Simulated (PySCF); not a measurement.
Compound: C₆H₃N₂ (doublet state).
Geometry (GFN2-xTB, Å), atoms numbered from 1 in this order:
```
atom  x, y, z in Å
C1     3.8687   -0.5980    0.4198
C2     2.6886   -0.4662    0.1301
C3     1.3678   -0.5451    0.0147
N4     0.3021   -0.2387   -0.4418
C5    -0.9908   -0.1793   -0.6278
C6    -1.8282    0.6217    0.1066
C7    -3.1815    0.7177   -0.1844
N8    -4.3081    0.8008   -0.4139
H9     4.9098   -0.5666    0.5432
H10   -1.3661   -0.7356   -1.4782
H11   -1.4570    1.1920    0.9458
```

The hyperfine couplings belong to this conformer and change with its torsions.

Identity: `C#C/[C]=N/C=C/C#N` [radical].

Method: PySCF, UKS B3LYP, pcH-1 on C H N, non-relativistic, mean-field spin-orbit, GIAO. Geometry: GFN2-xTB, one conformer, isolated molecule. The geometry wasn't refined by DFT: couplings that depend on bond lengths, twists or pyramidal angles can differ widely from those at the functional's own minimum. The frame is twisted about the N4–C5 bond at this geometry (dihedral C3–N4–C5–C6 = 83°); couplings at other torsion angles weren't computed. Stability of the SCF solution: not tested. ⟨S²⟩ is 0.775 where a pure state has 0.75.

Question: Break the g tensor into its mass correction, gauge correction and orbital-Zeeman/spin–orbit terms.

Answer: 
```
                    Δg (ppt)      1      2      3
relativistic mass correction  -0.17  -0.17  -0.17
            gauge correction   0.04   0.00   0.03
   orbital Zeeman/spin–orbit  -5.40   0.02   1.02
                       total  -5.53  -0.16   0.87
```

So g = 1.99679, 2.00216, 2.00319 and g_iso = 2.00071; the tensor is rhombic: the two nearest values differ by 16 % of g3 − g1. Axes: g1 points within 2° of the C6–C7 bond.

Question: How much does each term add to the isotropic shift?

Answer: The orbital-Zeeman/spin–orbit term -1.46, the mass correction -0.17 and the gauge correction 0.02 ppt, for a total of -1.61 ppt. The orbital-Zeeman/spin–orbit term is the largest in size. The mass correction is the same along every axis, so the anisotropy comes from the other two: their spans along these axes are 0.04 (gauge) and 6.41 ppt (orbital Zeeman/spin–orbit).

Question: What effective moment and Curie constant follow for a powder?

Answer: With the mean of g² = 4.0029 and S(S+1) = 0.75: μ_eff = √(⟨g²⟩S(S+1)) = 1.733 μB and χT = 0.12505·⟨g²⟩·S(S+1) = 0.375 cm³ K/mol (cgs; spin-Hamiltonian part alone).

Question: In a frozen sample, at which fields do the three g values resonate at 9.5, 34, 94 and 263 GHz (hyperfine left aside), and which band first spreads them over more than twice a line width of 0.3 mT?

Answer: 
| band | GHz | B(g3) mT | B(g2) mT | B(g1) mT | spread mT |
| --- | --- | --- | --- | --- | --- |
| X | 9.5 | 338.84 | 339.01 | 339.92 | 1.09 |
| Q | 34.0 | 1212.68 | 1213.30 | 1216.56 | 3.89 |
| W | 94.0 | 3352.70 | 3354.42 | 3363.44 | 10.74 |
| J | 263.0 | 9380.43 | 9385.24 | 9410.48 | 30.06 |

The spread grows in proportion to the frequency. X band is the first where it exceeds 0.6 mT.

Largest spin populations (Mulliken): C3 (+0.40), C1 (+0.37), C6 (+0.34) and N8 (+0.15).

The HOMO–LUMO gaps are 2.49 eV among the α and 3.97 eV among the β orbitals.
